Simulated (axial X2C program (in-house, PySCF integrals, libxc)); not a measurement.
# Nuclear properties of KB⁻

Calculated with an in-house all-electron X2C program for linear molecules (integrals from PySCF): two-component X2C with atomic mean-field Coulomb and Gaunt terms, Gaussian nuclei, basis K dyall-acv3z, B dyall-av3z with contracted cores.

R = 3.024 Å (near the PBE0 minimum at charge -1 of the determinant lowest at the starting distance; the state shown can have its own minimum elsewhere).

Input and command:
```json
{"zs": [19, 5], "q": -1, "bas": ["dyall-acv3z", "dyall-av3z"], "r0": 2.81, "levels": ["PBE0", "HF", "r2SCAN", "TPSSh", "PBE"], "nst": 3}
```
```bash
python soeom.py task.json out
```

Keys: zs atomic numbers; q charge; bas basis sets; r0 starting distance in Å; levels methods; nst determinants followed.

Determinant lowest in the PBE0 search, Ω = 1/2 (⟨Sz⟩ = -0.50, ⟨Lz⟩ = 1.00 at PBE0), spin on the atoms K 0.40, B -0.90:

| level | Eeff magnitude (GV/cm) | Ws magnitude K (kHz) | A∥/gI K (MHz) | qzz K (a.u.) | A∥/gI B (MHz) | qzz B (a.u.) |
| --- | --- | --- | --- | --- | --- | --- |
| PBE0 | 0.132 | 0.0985 | 50.4 | -0.30 | 109 | -0.20 |
| HF | 0.126 | 0.094 | 36.8 | -0.42 | 80.3 | -0.24 |
| r2SCAN | 0.149 | 0.111 | 85.9 | -0.30 | 82.7 | -0.24 |
| TPSSh | 0.118 | 0.0879 | 41.5 | -0.28 | 83.1 | -0.21 |
| PBE | 0.116 | 0.0866 | 49.1 | -0.25 | 110 | -0.19 |

Eeff is the effective electric field on the electron electric dipole moment in this Ω state and Ws the scalar–pseudoscalar constant of the nucleus named (defined with the proton number Z and per Ω); A∥ (defined per Ω) follows by multiplying with gI = μI/(I μN); qzz is the electric field gradient, eQq0 = 234.96 MHz × Q/barn × qzz. The operators were transformed with the bare-nucleus X2C matrices; with these basis sets, hyperfine constants and field gradients can be off by tens of per cent, and where levels differ in sign neither size nor sign is settled.

Question: With Q(39K) = 0.0603 barn, gI(11B) = 1.7924, Q(11B) = 0.04059 barn (g factors from the IAEA table of nuclear moments by Stone; Q from Pyykkö, Mol. Phys. 2018), turn the PBE0 values of the first state into constants in MHz.

Answer: eQq0(39K) = 234.96 × (0.0603) × (-0.30) = -4.25 MHz; A∥(11B) = 109 × 1.7924 = 195 MHz; eQq0(11B) = 234.96 × (0.04059) × (-0.20) = -1.91 MHz.

Each state is one determinant with collinear spin. Unrestricted Hartree–Fock can overshoot spin polarisation at the nuclei. For an anion, determinants above electron detachment, or with a positive highest level, are held by the basis set. In the state Ω = 1/2 the atomic spins oppose each other (0.40, -0.90): a broken-symmetry determinant whose values are not spin-projected. At r2SCAN a later determinant lies lower. States lie within half an eV, so the first need not be the ground state. Further determinants of the search, some of them spin-mixed, are not shown. Where a field gradient or hyperfine factor spreads by more than a factor of two over the levels, a constant derived from it is not to be relied on.
